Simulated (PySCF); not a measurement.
## Effect of structural changes

Computed with quadratic response CAM-B3LYP/aug-cc-pVDZ first hyperpolarisability, Taylor convention, gas phase (PySCF 2.14.0). Geometry: PBE0-D3(BJ)/def2-SVP.

Each molecule in one low-energy conformer.

The calculation is non-relativistic, which matters for the atoms heavier than Zn.

Problem. How does the norm of the vector part βᵢ = ⅓ Σⱼ (βᵢⱼⱼ + βⱼᵢⱼ + βⱼⱼᵢ) of the static first hyperpolarisability change along this series?
- CC(=O)c1cccc(Br)c1 (H on C replaced by Br)
- CC(=O)c1cccc(F)c1 (H on C replaced by F)
- CC(=O)c1cccc(O)c1 (H on C replaced by OH)

Solution. 
| molecule | static β vector norm (au) | static β HRS (au) | S1 (eV) |
| --- | --- | --- | --- |
| CC(=O)c1cccc(Br)c1 | 205 | 100 | 3.96 |
| CC(=O)c1cccc(F)c1 | 301 | 123 | 3.95 |
| CC(=O)c1cccc(O)c1 | 367 | 148 | 3.97 |

The norm of the vector part βᵢ = ⅓ Σⱼ (βᵢⱼⱼ + βⱼᵢⱼ + βⱼⱼᵢ) of the static first hyperpolarisability is lowest for CC(=O)c1cccc(Br)c1 and highest for CC(=O)c1cccc(O)c1.
